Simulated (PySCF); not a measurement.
## EuH at UHF-CCSD

Computed with UHF-CCSD; Eu x2c-SVPall, H x2c-SVPall; spin-free X2C with a Gaussian nucleus (PySCF 2.14).

* state: nonet, about 7.0 electrons in the 4f shell (Mulliken)
* bond length: 2.111 Å
* harmonic wavenumber: 1287 cm⁻¹
* force constant: 0.977 mdyn/Å
* rotational constant Be: 3.777 cm⁻¹
* anharmonicity ωexe: 19.1 cm⁻¹
* vibration–rotation constant αe: 0.0783 cm⁻¹
* well depth De to Eu (4f7 6s2) + H: 1.66 eV
* dissociation energy D0: 1.59 eV

Correlated steps freeze 18 core orbitals. Correlated levels converge slowly with the basis: in double zeta they bind strong bonds too weakly, by up to about 1 eV, and carry superposition errors of some tenths. Spin–orbit coupling is left out, which matters for elements this heavy, above all for dissociation energies. With d or f electrons several states lie close, and the lowest PBE0 determinant need not be the measured ground state.
